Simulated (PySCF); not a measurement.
# Mayer bond orders and bond lengths

Species: C8H11 (charge +1).
Numbering: `[CH3:1][CH2:2][C:3]1=[CH:4][CH:5]=[CH:6][CH2:7][CH+:8]1` (hydrogens: H9, H10, H11 on C1; H12, H13 on C2; H14 on C4; H15 on C5; H16 on C6; H17, H18 on C7; H19 on C8)

Geometry (PBE0-D3(BJ)/def2-SVP, Å), atoms numbered from 1 in this order:
```
atom  x, y, z in Å
C1    -2.6923    0.3735   -0.5777
C2    -1.8092   -0.7468   -0.0323
C3    -0.3634   -0.3476    0.0307
C4     0.1072    0.4707    1.0870
C5     1.4360    0.9217    1.2087
C6     2.3520    0.5632    0.2548
C7     1.9489   -0.2728   -0.8714
C8     0.5555   -0.7073   -0.9309
H9    -2.4016    0.6497   -1.6025
H10   -3.7438    0.0549   -0.5984
H11   -2.6309    1.2794    0.0457
H12   -1.9063   -1.6473   -0.6575
H13   -2.1438   -1.0317    0.9783
H14   -0.6087    0.7657    1.8630
H15    1.7210    1.5453    2.0583
H16    3.3931    0.8939    0.3185
H17    2.6267   -1.1543   -0.9494
H18    2.2168    0.2403   -1.8253
H19    0.2515   -1.3392   -1.7720
```

Bond orders from the PBE0/pcSseg-1 density (PySCF). Geometry: PBE0-D3(BJ)/def2-SVP, one conformer, isolated ion.

(1) How far do the computed orders between heavy atoms stray from the drawn ones?

(2) Set the Mayer orders of the bonds between heavy atoms beside their lengths.

## Answers

(1) The largest departure is 0.726, at C3–C4 (drawn double, 1.274). Drawn single, order above 1.12: C4–C5 (1.338), C6–C7 (1.122), C7–C8 (1.129) and C8–C3 (1.492). Drawn double or triple, more than 0.30 short of the drawn order: C3–C4 (1.274) and C5–C6 (1.543). The SMILES, with its formal charges, is one Lewis structure only.

(2) 
```
 bond  drawn as  length (Å)  Mayer order
C1–C2    single       1.527        1.031
C2–C3    single       1.501        1.044
C3–C4    double       1.417        1.274
C4–C5    single       1.409        1.338
C5–C6    double       1.370        1.543
C6–C7    single       1.459        1.122
C7–C8    single       1.461        1.129
C8–C3    single       1.378        1.492
```

Bonds between the same two heavy elements. C–C: lowest C1–C2 (1.031, 1.527 Å), highest C5–C6 (1.543, 1.370 Å).

And the bonds to hydrogen?

C–H: 0.83 to 0.96 (11 bonds).

Sum the orders of all bonds at each heavy atom with more than one neighbour and set the sums beside the valence in the SMILES.

C1 3.909 (drawn 4), C2 3.934 (drawn 4), C3 3.810 (drawn 4), C4 3.571 (drawn 4), C5 3.833 (drawn 4), C6 3.610 (drawn 4), C7 3.923 (drawn 4), C8 3.580 (drawn 3). Orders between atoms that aren't bonded are not in these sums.

For a closed shell the Mayer order of atoms A and B is Σ (PS)μν (PS)νμ over the basis functions μ on A and ν on B, with P the density and S the overlap matrix.
